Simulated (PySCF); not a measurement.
P²⁺: excitation energy

P²⁺ [Ne] 3s2 3p1 (2P) → P²⁺ [Ne] 3s1 3p1 3d1 (high-spin determinant), as a difference of total energies. All numbers are calculated (PySCF 2.14, scalar relativity by spin-free X2C-1e, in aug-cc-pCVTZ-DK). Correlated levels: valence and next inner shell: 1s2 frozen. The calculations carry no spin-orbit coupling.

| method | excitation energy (cm⁻¹) |
| --- | --- |
| UHF | 159390 |
| MP2 (valence and next inner shell) | 168010 |
| SCS-MP2 (valence and next inner shell) | 171250 |
| CCSD (valence and next inner shell) | 163730 |
| CCSD(T) (valence and next inner shell) | 159560 |

A first-order spin-orbit estimate (lowest level to lowest level, LS coupling) adds 0.010 eV.

The promoted electron is Rydberg-like, and one or two diffuse shells describe it only roughly, which tends to raise the upper state.

The coupled-cluster amplitudes are large for the upper state (T1 above 0.03 or a double amplitude above 0.15), so a single reference is strained.

The determinant of the upper state mixes LS terms, which raises its energy above the lowest term, most at the Hartree-Fock and MP2 levels.
